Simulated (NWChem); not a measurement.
## Correlation energy of In (+1)

```
In
```
Charge +1, spin multiplicity 1.

The numbers come from NWChem runs, not from measurements.

Basis set: def2-TZVP. Each correlation energy counts from its own Hartree-Fock reference.

Effective core potentials replace the inner electrons of In; spin-orbit coupling is left out. The correlated methods keep 4 core orbitals frozen. Coupled-cluster values serve here as a point of comparison, not as the truth.

```json
[
 {"method": "MP2", "correlation energy (mHa)": "-240.3"},
 {"method": "SCS-MP2", "correlation energy (mHa)": "-217.0"},
 {"method": "CR-CCSD[T]", "correlation energy (mHa)": "-241.4"},
 {"method": "CR-CCSD(T)", "correlation energy (mHa)": "-240.8"},
 {"method": "CCSD", "correlation energy (mHa)": "(withheld)"},
 {"method": "CCSD+T(CCSD)", "correlation energy (mHa)": "(withheld)"},
 {"method": "CCSD(T)", "correlation energy (mHa)": "-241.5"}
]
```

Q: What belongs in the gaps?

A: 
- CCSD, correlation energy (mHa): -235.9
- CCSD+T(CCSD), correlation energy (mHa): -242.2
